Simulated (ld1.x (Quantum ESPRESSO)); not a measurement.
## Which change was made? (P, TM)

* Element: P (Z = 15)
* Generator: ld1.x (Quantum ESPRESSO) 7.5
* Type: norm-conserving Troullier–Martins (Kleinman–Bylander form)
* Functional: LDA (PZ)
* Relativity: scalar-relativistic
* Frozen core: [Ne]
* Valence charge: 5
* Reference configuration: 3s1.5 3p3.5
* Partial waves: 3p (bound): rc 1.70 bohr; 3s (bound): rc 1.70 bohr
* Local potential: the s channel
* Core correction: none

Cutoffs, loose and tight: the cutoffs (Ry, on a coarse ladder) from which the occupation-weighted sum of valence levels, in a spherical-Bessel basis at the reference potential, stays within 10 and 1 mRy of its value at 400 Ry. They do not see the model core or the augmentation charge, which bear on the density cutoff. Test errors are all-electron minus pseudo excitation energies from the reference, over the configurations 3s2 3p3; 3s2 3p2; 3s2 3p1; 3s1 3p4; 3s2 3p0; 3s2 3p2.5; 3s2 3p3.3 (two spin-polarised tests are not counted in the largest error); variants that change the core or the reference have their own tests.

The base gives: outcome: generated; cutoff, loose: 18 Ry; cutoff, tight: 45 Ry; bound ghosts: none; largest test error (meV): +140.

After one change the result is: outcome: generated; cutoff, loose: 90 Ry; cutoff, tight: 110 Ry; bound ghosts: none; largest test error (meV): +122. Which change was it?
A. wave 3p (bound): rc 1.70 bohr becomes 3p (bound): rc 1.16 bohr
B. reference 3s2 3p2.5
C. type PAW; waves now 3s (bound): rcut 1.50, rcutus 1.70 bohr; 3s channel at 0.05 Ry: rcut 1.50, rcutus 1.70 bohr; 3p (bound): rcut 1.50, rcutus 1.70 bohr; 3p channel at 0.75 Ry: rcut 1.50, rcutus 1.70 bohr; local potential all-electron potential smoothed inside 1.50 bohr (lloc = -2); core correction a·sin(br)/r model core, default radius (ld1.x builds one for every PAW set, though the input has nlcc=.false.); augmentation PSQ, radius 1.50 bohr
D. core correction a·sin(br)/r model core inside 0.80 bohr
E. wave 3s (bound): rc 1.70 bohr becomes 3s (bound): rc 2.28 bohr

A. The others give: reference 3s2 3p2.5 → outcome: generated; cutoff, loose: 25 Ry; cutoff, tight: 45 Ry; bound ghosts: none; largest test error (meV): +478 | wave 3s (bound): rc 1.70 bohr becomes 3s (bound): rc 2.28 bohr → outcome: generated; cutoff, loose: 12 Ry; cutoff, tight: 30 Ry; bound ghosts: none; largest test error (meV): +276 | type PAW; waves now 3s (bound): rcut 1.50, rcutus 1.70 bohr; 3s channel at 0.05 Ry: rcut 1.50, rcutus 1.70 bohr; 3p (bound): rcut 1.50, rcutus 1.70 bohr; 3p channel at 0.75 Ry: rcut 1.50, rcutus 1.70 bohr; local potential all-electron potential smoothed inside 1.50 bohr (lloc = -2); core correction a·sin(br)/r model core, default radius (ld1.x builds one for every PAW set, though the input has nlcc=.false.); augmentation PSQ, radius 1.50 bohr → outcome: generated; cutoff, loose: 15 Ry; cutoff, tight: 25 Ry; bound ghosts: none; largest test error (meV): -45 | core correction a·sin(br)/r model core inside 0.80 bohr → outcome: generated; cutoff, loose: 18 Ry; cutoff, tight: 45 Ry; bound ghosts: none; largest test error (meV): +84.
